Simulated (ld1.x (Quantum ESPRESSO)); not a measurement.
What one change does to a pseudopotential (Br, RRKJ)

| Quantity | Value |
| --- | --- |
| Element | Br (Z = 35) |
| Generator | ld1.x (Quantum ESPRESSO) 7.5 |
| Type | norm-conserving RRKJ (Kleinman–Bylander form) |
| Functional | PBE |
| Relativity | scalar-relativistic |
| Frozen core | [Ar] |
| Valence charge | 17 |
| Reference configuration | 3d10 4s2 4p5 |
| Partial waves | 4s (bound): rc 1.30 bohr; 3d (bound): rc 1.10 bohr; 4p (bound): rc 1.70 bohr |
| Local potential | the p channel |
| Core correction | a·sin(br)/r model core inside 1.15 bohr |
| rho0 | 0.005 |

Change: type TM; local potential the s channel; rho0 0.

Cutoffs: the cutoffs (Ry, on a coarse ladder) from which the occupation-weighted sum of valence levels, in a spherical-Bessel basis at the reference potential, stays within 10 and 1 mRy of its value at 400 Ry; they do not see the model core or the augmentation charge, which bear on the density cutoff. Errors are all-electron minus pseudo energies relative to the spin-unpolarised reference configuration.

What does the change do?

The bound ghost in s disappears; the number of tests with a reliable result goes from 7 to 6; of the 6 tests that both files solve, the error grows in 5 and shrinks in 0 by more than 15 % and 0.3 meV (median size 4.1 → 9.4 meV). Several settings change at once here, so the effects cannot be laid on one of them.

| quantity | base | changed |
| --- | --- | --- |
| cutoff, loose | 200 Ry | 260 Ry |
| cutoff, tight | 300 Ry | over 300 Ry |
| loose cutoff by channel (10 mRy a level) | s 25 Ry, d 140 Ry, p 18 Ry | p 21 Ry, d 230 Ry, s 35 Ry |
| bound ghosts | s | none |
| tests with a reliable result | 7 of 7 | 6 of 7 |
| error for 3d10 4s2 4p4, meV [ΔE 12.55 eV] | -0.7 | -3.3 |
| error for 3d10 4s2 4p3, meV [ΔE 35.31 eV] | +1.6 | -9.3 |
| error for 3d10 4s2 4p2, meV [ΔE 69.30 eV] | +6.5 | -11 |
| error for 3d10 4s1 4p5, meV [ΔE 25.56 eV] | +1.0 | -9.4 |
| error for 3d10 4s2 4p1, meV [ΔE 115.32 eV] | +8.2 | +9.2 |
| error for 3d9 4s2 4p5, meV [ΔE 78.44 eV] | -374 | -952 |
| s: phases at 1.85 bohr within 0.05 rad from the reference energy up to (Ry; the scan ends near 5) | to the end of the scan | 4.6 |
| p: phases at 1.85 bohr within 0.05 rad from the reference energy up to (Ry; the scan ends near 5) | to the end of the scan | to the end of the scan |
| d: phases at 1.85 bohr within 0.05 rad from the reference energy up to (Ry; the scan ends near 5) | -0.8 | -0.5 |

 A true bound ghost makes a file unfit for plane-wave use even where its test errors are small: the radial tests pick states by their node count and pass the ghost by.
